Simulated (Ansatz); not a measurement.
`CC(Br)Br`, relaxed with RKS PBE0-D4/def2-TZVP in the Gaussian-basis code of Ansatz from a PBE-D4/def2-SVP geometry. The force threshold is 0.005 eV/Å; the program also tests the step.

Total charge 0; spin multiplicity 1.

Start:

```xyz
8

C     0.559    0.152    0.622
C    -0.317   -0.120   -0.581
Br   -1.593    1.345   -0.874
Br   -1.249   -1.841   -0.405
H    -0.046    0.223    1.545
H     1.295   -0.668    0.740
H     1.103    1.106    0.478
H     0.248   -0.198   -1.525
```

```
step   energy (eV)  largest force (eV/Å)  largest move (Å)
   1  -142214.1726                 0.572             0.000
   2  -142214.2029                 0.146             0.027
   3  -142214.2053                 0.027             0.013
   4  -142214.2055                 0.011             0.005
   5  -142214.2055                 0.002             0.001
```

End:

```xyz
8

C     0.555    0.151    0.616
C    -0.314   -0.119   -0.579
Br   -1.576    1.326   -0.863
Br   -1.237   -1.817   -0.400
H    -0.044    0.220    1.524
H     1.279   -0.658    0.733
H     1.090    1.092    0.475
H     0.247   -0.195   -1.506
```

Run time 21 s (4 threads of an Arm Neoverse V2 on a shared host); peak host memory 0.55 GiB.
